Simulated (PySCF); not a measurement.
Cl3Ge, SMILES [Cl][Ge]([Cl])[Cl] (connectivity only; charge and spin as stated), charge +1, multiplicity 1. Atoms are numbered in the order given.

```xyz
4

Cl     2.0739     0.0000     0.0000
Ge     0.0000     0.0000     0.0000
Cl    -1.0370    -1.7961     0.0000
Cl    -1.0370     1.7961     0.0000
```
Charge +1, spin multiplicity 1.

Coordinates come from a B3LYP-D3(BJ)/def2-SVP optimisation. The spin state was assumed, not searched. The isomer is the one that the SMILES or the coordinates give; other isomers of the formula were not compared.

The numbers are results of PBE/def2-TZVPD in PySCF, not measurements.

The molecule is in vacuum.

```
Property                                                           Value
------------------------------------------------  ----------------------
total energy                                         -3456.56984 hartree
point group                                                          D3h
highest occupied level                                         -13.95 eV
lowest empty level                                              -9.95 eV
orbital gap                                                      4.00 eV
dipole moment about the centre of nuclear charge                  0.00 D
mean static polarisability                          66.3 bohr³ (9.82 Å³)
polarisability, principal values                  43.9, 77.5, 77.5 bohr³
```
